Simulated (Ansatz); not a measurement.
`FBOCS` and `[CH3][AlH][O]CS` differ in one atom or group.

Ansatz, PBE0-D4/def2-TZVP geometries, multiplicity 1. Each molecule was computed in one conformer, which needn't be the lowest. `[CH3][AlH][O]CS` holds a close contact that its SMILES doesn't draw: S···Al 2.56 Å.

```tsv
property	`FBOCS`
HOMO–LUMO gap (ωB97M-V/def2-TZVPP) / eV	11.62
size of the dipole moment (B3LYP/def2-TZVPP) / D	1.92
size of the dipole moment (ωB97M-V/def2-TZVPP) / D	1.90
HOMO energy (ωB97M-V/def2-TZVPP) / eV	-9.77
LUMO energy (PBE0/def2-TZVPP) / eV	-0.06
HOMO energy (PBE/def2-TZVPP) / eV	-6.25
```

Task: What does the change do to each property? (Best estimate.)

Result: The calculation gave: 
```
                                          property  `[CH3][AlH][O]CS`  shift
           HOMO–LUMO gap (ωB97M-V/def2-TZVPP) / eV              11.00  -0.62
  size of the dipole moment (B3LYP/def2-TZVPP) / D               2.38   0.46
size of the dipole moment (ωB97M-V/def2-TZVPP) / D               2.43   0.53
             HOMO energy (ωB97M-V/def2-TZVPP) / eV              -9.65   0.12
                LUMO energy (PBE0/def2-TZVPP) / eV              -0.48  -0.42
                 HOMO energy (PBE/def2-TZVPP) / eV              -6.03   0.22
```

With PBE0 the HOMO rises by 0.12 eV and the LUMO falls by 0.42 eV, so the gap narrows by about 0.54 eV. PBE moves the HOMO by 0.22 eV and ωB97M-V by 0.12 eV. The zero-point energy changes by 68.3 kJ/mol with +9 modes. Dipoles are sizes alone; their direction can turn.

B3LYP here is the variant with VWN-RPA as its local correlation; programs differ in this.
